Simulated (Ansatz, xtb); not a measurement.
# Ranking isomers of BFH2SSe

5 gas-phase structures of BFH2SSe, found in a search over its isomers (lower ones may exist). Each was relaxed with GFN2-xTB; where two conformers were screened, the lower at r2SCAN-D4/def2-SVP is listed:

A. `FB(S)[SeH]`, a singlet
B. `F[Se@@+]1[BH2-]S1`, a singlet
C. a singlet given by its coordinates
D. `F[Se]BS`, a singlet
E. `F[B@@H-]1[SH+][Se]1`, a singlet

C (Å):

```xyz
6

B    -2.0210    1.3099    1.1910
F    -1.7727    1.8042    2.3957
S    -1.1585   -0.2579    0.6890
Se   -0.1319    1.5001   -0.0540
H    -2.9375    1.7175    0.5893
H     0.7504    1.7950    1.0936
```

Close contacts (Å): B1–F2 1.33, B1–S3 1.86, B1–Se4 2.27, S3–Se4 2.17, B1–H5 1.17, Se4–H6 1.48.

Question: Make a reasoned guess at their ranking by r2SCAN-D4/def2-SVP single-point energy.

Answer: Calculated order at r2SCAN-D4/def2-SVP: A (0.0), C (129.6), E (137.4), D (239.9), B (350.6) kJ/mol.

Energies above the lowest of each column, in kJ/mol:

| structure | GFN2-xTB | HF/STO-3G | r2SCAN-D4/def2-SVP |
| --- | --- | --- | --- |
| A | 0.2 | 0.0 | 0.0 |
| C | 7.7 | 134.3 | 129.6 |
| E | 0.0 | 130.6 | 137.4 |
| D | 86.8 | 253.9 | 239.9 |
| B | 74.6 | 412.7 | 350.6 |

Every level run on A puts it lowest or level with the lowest. Some further structures that were screened fall inside this span and aren't listed. Flexible structures stand in one conformer each, not always the lowest. Frequencies (B3LYP-D3(BJ)/def2-SVP) were run for A alone.

Over these structures GFN2-xTB departs from r2SCAN-D4/def2-SVP by 61.5 kJ/mol on average once a common shift is removed. A GFN2-xTB relaxation took about 1.9 s and the r2SCAN-D4/def2-SVP energy about 5.4 s on a shared host (Ansatz 0.2.0, xtb 6.7.1).
